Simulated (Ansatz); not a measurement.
Molecule: TaH4, net charge 0, doublet state. The spin state was set by rule; other spins were not relaxed. 
Structure (B3LYP-D3(BJ)/def2-TZVP (Ansatz, an electronic-structure program) minimum search):
SMILES: [TaH4]
```xyz
5

Ta     0.0000     0.0000     0.0000
H      1.2794    -0.3060     1.1926
H     -1.2734     1.0403     0.6701
H     -0.6366    -1.5968    -0.4446
H      0.6306     0.8626    -1.4181
```
Charge 0, spin multiplicity 2.

Total electronic energies in hartree. Valence correlation only, unless marked. Open shells are spin-unrestricted. No spin-orbit coupling. The frozen core is the preceding noble-gas configuration, with the filled d and f shells of earlier blocks. Past Kr the def2 sets carry scalar-relativistic core potentials. CBS(X,Y): correlation extrapolated as X^-3; Hartree-Fock from the larger set.

| level | program | energy (Eh) |
|---|---|---|
| PBE-D4/def2-TZVPD | Ansatz + dftd4 | -59.30666 |
| PBE0/def2-QZVPP | Ansatz | -59.27310 |
| BHLYP-D3(BJ)/def2-TZVPD | Ansatz + dftd3 | -59.17436 |
| r2SCAN0/def2-TZVPD | Ansatz | ? |
| HSE06/def2-TZVPD | Ansatz | ? |
| CAM-B3LYP-D4/def2-TZVPD | Ansatz + dftd4 | -59.24065 |
| CAM-B3LYP/def2-TZVPD | Ansatz | -59.23910 |
| B2GP-PLYP-D4/def2-TZVPD | Ansatz + dftd4 | -59.03815 |
| MP2/def2-SVPD | Ansatz | -58.73533 |
| MP2/def2-QZVPP | Ansatz | -58.79452 |
| SCS-MP2/def2-QZVPPD | Ansatz | -58.80721 |
| CCSD(T)/def2-SVPD | Ansatz | -58.77380 |
| CCSD(T)/def2-QZVPP | Ansatz | -58.82966 |
| CCSD(T)/def2-QZVPPD | Ansatz | -58.82980 |
| CCSD(T)/CBS(def2-TZVPPD,def2-QZVPPD) | Ansatz | -58.8344 |

Question: Some entries are withheld; supply them.

Answer: 
- r2SCAN0/def2-TZVPD, energy (Eh): -59.26219
- HSE06/def2-TZVPD, energy (Eh): -59.26723
